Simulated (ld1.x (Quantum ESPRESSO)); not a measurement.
**Reading a pseudo-wave (zinc)**

Columns: radius, all-electron u(r) and pseudo u(r) of the 3d shell (level -10.18 eV) of zinc in the configuration [Ar] 3d10 4s2 4p0; Wu–Cohen, scalar-relativistic, PAW scheme, ld1.x (Quantum ESPRESSO) 7.5.

```
r (bohr)  all-electron  pseudo
   0.115        0.1644  0.0067
   0.230        0.5445  0.0502
   0.345        0.8458  0.1508
   0.460        0.9989  0.3033
   0.575        1.0351  0.4787
   0.690        1.0015  0.6365
   0.805        0.9339  0.7416
   0.920        0.8533  0.7779
   1.035        0.7709  0.7528
   1.150        0.6921  0.6908
   1.265        0.6192  0.6192
   1.380        0.5530  0.5530
   1.495        0.4936  0.4936
   1.610        0.4406  0.4406
   1.725        0.3934  0.3934
   1.840        0.3516  0.3516
   1.955        0.3144  0.3144
   2.070        0.2814  0.2814
   2.185        0.2520  0.2520
   2.300        0.2259  0.2259
   2.415        0.2026  0.2026
   2.530        0.1818  0.1818
   2.645        0.1632  0.1632
   2.760        0.1466  0.1466
   2.875        0.1317  0.1317
   2.990        0.1183  0.1183
```

Q: How many radial nodes do the two functions have?

A: The all-electron 3d function has n − l − 1 = 0; the pseudo-wave has 0.

Q: At about which radius was the pseudo-wave matched?

A: 1.30 bohr, where the columns begin to agree (steps of 0.12 bohr).

Q: Where does each function peak?

A: Outermost all-electron maximum near 0.57 bohr, pseudo maximum near 0.92 bohr (to the table’s step).

Q: Is the pseudo-wave norm-conserving?

A: No, it belongs to a PAW set: the norm inside the radius is not constrained, and the difference is carried by the augmentation charge.
